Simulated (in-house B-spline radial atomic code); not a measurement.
Settings and results of a run for Cd²⁺. Computed with a B-spline radial code for spherical atoms: non-relativistic B3LYP, spherical fractional occupations, point nucleus, inside a hard spherical wall at 3.62 bohr.

Command:
```bash
python run_scf.py task.json out
```
Settings:
```
Z                48
configuration    [Ar] 3d9 4s2 4p6 4d10 4f1
hamiltonian      nr
method           b3lyp
spin_polarised   False
wall_radius      3.62
```

Output (hartree, bohr):
```
 radial grid: 43 intervals, B-splines of order 8, outer radius 3.62 bohr

 iter        energy (Eh)    residual
    1       -5441.072223    5.87e-01
    2       -5442.207203    5.15e-01
    3       -5449.991859    2.35e-02
    4       -5450.021043    9.98e-03
    5       -5450.022146    1.46e-03
    6       -5450.022168    6.30e-04
    7       -5450.022181    1.43e-04
    8       -5450.022182    1.92e-05
    9       -5450.022182    1.91e-07

 total energy                     -5450.02218
 kinetic                            5449.2248
 electron-nucleus                 -12916.8904
 Hartree                            2166.6996
 exact exchange                      -29.0909
 exchange-correlation               -119.9653

 orbital      occ     eigenvalue          <r>       <r^2>       <1/r>     <1/r^2>     <1/r^3>       r_max
 1s         2.000      -947.2462    0.0317088  0.00134504     47.4735     4524.58           -     0.02099
 2s         2.000      -140.0844     0.137254   0.0221282     10.8243     476.149           -      0.1164
 2p         6.000      -130.6951     0.117222   0.0167153     10.8226     158.731        3556     0.09127
 3s         2.000       -27.4771     0.368205     0.15476     3.90324     93.4616           -      0.3343
 3p         6.000       -23.6620     0.359329    0.149597      3.8236     30.9679     646.743      0.3207
 3d         9.000       -16.6294     0.329869    0.128943     3.67841     16.9418     102.107      0.2639
 4s         2.000        -4.7070     0.892638    0.901978     1.53718     18.8442           -      0.8089
 4p         6.000        -3.4413     0.949007     1.02988      1.4277     5.93081     112.886      0.8398
 4d        10.000        -1.3645      1.15395     1.56753     1.14937     2.45334     12.0377      0.9339
 4f         1.000         0.4660      1.99008     4.37016    0.582982    0.428365    0.444346       2.124
```

Cost of the run: 0.06 s on 1 thread of Arm Neoverse V2, on a shared host.

Caution: exact exchange at fractional occupations of open shells leaves self-interaction of up to several eV.
